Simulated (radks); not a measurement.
Pm XVI, configuration [Kr] 4d10. All-electron calculation, scalar-relativistic Kohn-Sham, PBE, spin-polarised, spherical densities, finite nucleus; Fermi nuclear charge, rms radius 4.962 fm. Program: a radial shooting solver on a logarithmic mesh with Libxc functionals.

Unscreened Slater integrals over Kohn-Sham orbitals (hartree). They are taken over the spin-up orbitals.

integral,value
"F0(4d,4d)",1.3986
"F2(4d,4d)",0.71773
"F4(4d,4d)",0.48416
"F0(4d,4p)",1.4361
"F2(4d,4p)",0.74248
"G1(4d,4p)",0.94055
"G3(4d,4p)",0.59345
"F0(4d,4s)",1.4666
"G2(4d,4s)",0.73510
"F0(4d,3d)",1.8268
"F2(4d,3d)",0.46815
"F4(4d,3d)",0.22415
"G0(4d,3d)",0.14880
"G2(4d,3d)",0.18251
"G4(4d,3d)",0.14186
"F0(4p,4p)",1.4789
"F2(4p,4p)",0.77831
"F0(4p,4s)",1.5121
"G1(4p,4s)",1.0305
"F0(4p,3d)",1.8949
"F2(4p,3d)",0.49577
"G1(4p,3d)",0.15810
"G3(4p,3d)",0.15727
"F0(4s,4s)",1.5485
"F0(4s,3d)",1.9617
"G2(4s,3d)",0.16826
"F0(3d,3d)",3.8434
"F2(3d,3d)",1.9442
"F4(3d,3d)",1.2473
